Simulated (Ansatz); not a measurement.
`CCC[CH](Cl)[InH2]`. Total charge 0; spin multiplicity 1. Correlated methods include outer-core shells of In, which these sets cover unevenly. In takes the def2 core potential.

Cartesian coordinates in Å:
```
C -0.396 1.344 0.992
C -0.710 1.212 -0.491
C 0.141 0.190 -1.240
C -0.041 -1.211 -0.708
Cl 0.864 -2.400 -1.752
In 0.892 -1.725 1.189
H -0.736 0.472 1.565
H -0.906 2.205 1.430
H 0.677 1.476 1.163
H -0.564 2.185 -0.970
H -1.771 0.969 -0.619
H 1.196 0.477 -1.180
H -0.128 0.219 -2.304
H -1.083 -1.524 -0.777
H 2.466 -1.074 1.440
H 0.100 -2.816 2.260
```

(1) Give the diagnostics of a CCSD(T)/def2-TZVPP run (frozen core, Ansatz). (Estimate.)

## Answers

(1) The calculation gave: T1 = 0.0119, largest single amplitude 0.018, largest double 0.032, (T) share of the correlation energy 3.8 %, 9 CCSD cycles. The RHF solution is stable towards an unrestricted one. T1 lies under the customary mark of 0.02 for closed shells.
